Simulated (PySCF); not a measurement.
Gas-phase reaction: 4 WF₄NH + 2 H₂O₂ = 4 WOF₄ + N₂H₂ + 2 NH₃

Computed with PySCF and rigid-rotor harmonic-oscillator thermochemistry at 1 bar. † marks an energy on the PBE0/def2-TZVP geometry and frequencies; other levels use their own. CCSD(T) freezes the core. All species are closed-shell singlets. W: scalar-relativistic def2 core potential, no spin-orbit coupling. WF₄NH: computed as isolated molecules; such fragments, hydroxides, amides, oligomers or adducts are transient or little studied in the gas. CCSD(T) isn't extrapolated to the basis-set limit. Warning, large T1 diagnostic: WOF₄ (CCSD(T)/def2-SVP†, CCSD(T)/def2-TZVPP†).

| level | ΔH°(298 K), kJ |
|---|---|
| CCSD(T)/def2-SVP† | (withheld) |
| CCSD(T)/def2-TZVPP† | -690 |
| PBE/def2-SVP | (withheld) |
| PBE/def2-TZVP† | -685 |
| PBE0/def2-QZVP† | -673 |
| LDA/def2-TZVP† | (withheld) |
| ωB97X-V/def2-TZVP† | -681 |

Fill in the missing entries.


- CCSD(T)/def2-SVP†, ΔH°(298 K), kJ: -677
- PBE/def2-SVP, ΔH°(298 K), kJ: -667
- LDA/def2-TZVP†, ΔH°(298 K), kJ: -620
